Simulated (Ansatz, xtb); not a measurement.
## C3H9OSi: which of two isomers lies lower

We compare a, `CCC[SiH]O`, a doublet, with b, `CCO[SiH]C`, a doublet. Both are isolated molecules in the gas phase, relaxed with B3LYP/6-31G*; the shapes shown needn't be the lowest conformers.

a (Å):

```yaml
atoms:
  - { symbol: C, position_ang: [-1.9198, -0.4197, 0.7228] }
  - { symbol: C, position_ang: [-0.7474, 0.2909, 0.0347] }
  - { symbol: C, position_ang: [0.1868, 1.0050, 1.0358] }
  - { symbol: O, position_ang: [2.5129, 0.7192, -0.6062] }
  - { symbol: Si, position_ang: [1.6441, 1.8973, 0.2210] }
  - { symbol: H, position_ang: [-2.5371, 0.2902, 1.2873] }
  - { symbol: H, position_ang: [-2.5672, -0.9185, -0.0086] }
  - { symbol: H, position_ang: [-1.5615, -1.1807, 1.4267] }
  - { symbol: H, position_ang: [-1.1374, 1.0211, -0.6873] }
  - { symbol: H, position_ang: [-0.1661, -0.4352, -0.5466] }
  - { symbol: H, position_ang: [0.5798, 0.2811, 1.7625] }
  - { symbol: H, position_ang: [-0.3796, 1.7456, 1.6193] }
  - { symbol: H, position_ang: [1.1288, 2.9412, -0.7391] }
  - { symbol: H, position_ang: [3.2490, 1.0410, -1.1454] }
```

b (Å):

| atom | x (Å) | y (Å) | z (Å) |
| --- | --- | --- | --- |
| C | 0.3337 | 2.0802 | -1.1227 |
| C | 0.1027 | 0.7031 | -0.5187 |
| C | -3.8334 | -0.3844 | 0.6159 |
| O | -1.2360 | 0.6271 | -0.0341 |
| Si | -2.0082 | -0.8028 | 0.3607 |
| H | 0.1581 | 2.8601 | -0.3745 |
| H | 1.3641 | 2.1711 | -1.4855 |
| H | -0.3475 | 2.2512 | -1.9629 |
| H | 0.2812 | -0.0788 | -1.2725 |
| H | 0.8034 | 0.5283 | 0.3102 |
| H | -1.8470 | -1.7795 | -0.7769 |
| H | -4.2470 | 0.0878 | -0.2841 |
| H | -4.4067 | -1.2952 | 0.8229 |
| H | -3.9703 | 0.3034 | 1.4563 |

Quicker runs give these differences E(b) − E(a): GFN2-xTB +1.9 kcal/mol; HF/STO-3G −7.0 kcal/mol (at GFN2-xTB geometries); r2SCAN-D4/def2-SVP +2.2 kcal/mol (at GFN2-xTB geometries).

Estimate E(b) − E(a) at the level CCSD(T)/def2-SVP + ΔMP2/def2-TZVPP.

Calculated at CCSD(T)/def2-SVP + ΔMP2/def2-TZVPP: E(b) − E(a) = +7.3 kcal/mol, so structure a lies lower.

The same difference at several levels:

```csv
level,geometry,E(b) − E(a) (kcal/mol),departure from the last row (kcal/mol),"job, with rough time for the two"
GFN2-xTB,GFN2-xTB,+1.9,−5.3,"optimisation, 0.14 s"
HF/STO-3G,GFN2-xTB,−7.0,−14.3,"single point, 0.44 s"
r2SCAN-D4/def2-SVP,GFN2-xTB,+2.2,−5.1,"single point, 8.1 s"
B3LYP/6-31G*,B3LYP/6-31G*,+0.1,−7.2,"optimisation, 2.8 min"
HF/def2-SVP,B3LYP/6-31G*,+3.0,−4.3,part of the CCSD(T) run
MP2/def2-SVP,B3LYP/6-31G*,+7.2,−0.1,part of the CCSD(T) run
CCSD(T)/def2-SVP,B3LYP/6-31G*,+5.9,−1.4,single point
CCSD(T)/def2-SVP + ΔMP2/def2-TZVPP,B3LYP/6-31G*,+7.3,,"single point, 2.5 min"
```

As drawn, b has 1 C–O, 1 C–H in place of 1 C–C, 1 O–H.

HF/STO-3G puts the two in the other order. B3LYP/6-31G* finds them nearly level. The largest departure from CCSD(T)/def2-SVP + ΔMP2/def2-TZVPP is that of HF/STO-3G, 14.3 kcal/mol. The last row adds to CCSD(T) the change of the MP2 difference between the two basis sets, here +1.4 kcal/mol.

With harmonic frequencies from B3LYP/6-31G* (ideal gas, rigid rotor, one conformer each, 298.15 K, 1 atm): on the last row, ΔE + ΔZPE = +7.1 kcal/mol. A mode under 50 cm⁻¹ makes harmonic enthalpies and free energies unreliable, so none is given.

Open shells are spin-unrestricted. The correlated steps freeze 9 core orbitals. Codes used: Ansatz 0.2.0, xtb 6.7.1; the last row on 2 threads of Arm Neoverse V1 on a shared host.
